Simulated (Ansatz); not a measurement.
Geometry optimisation, RKS r2SCAN-D4/def2-SVP (Ansatz).

input.yaml

```yaml
crystal:
  periodic: [false, false, false]
  atoms:
    - { symbol: Si, position_ang: [0.612108, 0.061834, -0.020234] }
    - { symbol: H, position_ang: [-1.088624, 0.551131, 1.97898] }
    - { symbol: O, position_ang: [1.72058, -0.206455, -1.220984] }
    - { symbol: H, position_ang: [1.357142, -0.224304, -2.113725] }
    - { symbol: O, position_ang: [-0.666708, 0.781853, -0.785004] }
    - { symbol: H, position_ang: [-1.506573, 0.848597, -0.31422] }
    - { symbol: H, position_ang: [0.192422, -1.188987, 0.644982] }
    - { symbol: O, position_ang: [1.380103, 1.009651, 1.11819] }
    - { symbol: H, position_ang: [2.167262, 1.443739, 0.764594] }
    - { symbol: H, position_ang: [-0.526512, 0.909141, 2.242221] }
basis:
  gaussian: { orbitals: def2-SVP }
hamiltonian:
  xc: r2scan
  dispersion: d4
relax:
  f_tol: 0.03
  max_steps: 50
```

Run as:

```bash
$ ansatz run input.yaml --threads 2 --pin off --max-ram 3072MiB --backend cpu --events-out ev --progress --plain --runs-dir out
```

Task: Where does it end, and by what steps?

Result: The run converged. The force dipped under the threshold on the way, but the program's further checks kept it going. After 23 steps the energy has fallen by 0.199 eV; H2 moved furthest, 1.32 Å.

```csv
step,energy less start (eV),largest force component (eV/Å),accepted
0,0.0000,1.520,yes
1,-0.1010,0.244,yes
2,-0.1382,0.307,yes
3,-0.1585,0.747,yes
4,-0.1694,0.394,yes
5,-0.1786,0.255,yes
6,-0.1656,0.726,no
7,-0.1859,0.124,yes
8,-0.1886,0.060,yes
9,-0.1875,0.439,no
10,-0.1902,0.050,yes
11,-0.1920,0.104,yes
12,-0.1932,0.210,yes
13,-0.1946,0.109,yes
14,-0.1963,0.075,yes
15,-0.1969,0.145,yes
16,-0.1976,0.082,yes
17,-0.1975,0.029,no
18,-0.1981,0.021,yes
19,-0.1986,0.018,yes
20,-0.1984,0.119,no
21,-0.1989,0.026,yes
22,-0.1989,0.051,yes
23,-0.1990,0.022,yes
```

```xyz
10
Properties=species:S:1:pos:R:3
Si 0.783 -0.239 -0.222
H -1.354 1.720 2.524
O 1.822 0.118 -1.457
H 1.408 0.275 -2.314
O -0.668 0.419 -0.690
H -1.425 0.280 -0.109
H 0.656 -1.687 0.061
O 1.388 0.403 1.179
H 1.762 1.290 1.103
H -0.730 1.407 2.221
```

Whether the end is a true minimum wasn't checked by a vibrational analysis.

The run took 58 s on 2 threads of Arm Neoverse V1, with other jobs on the host, peak memory 0.14 GiB.
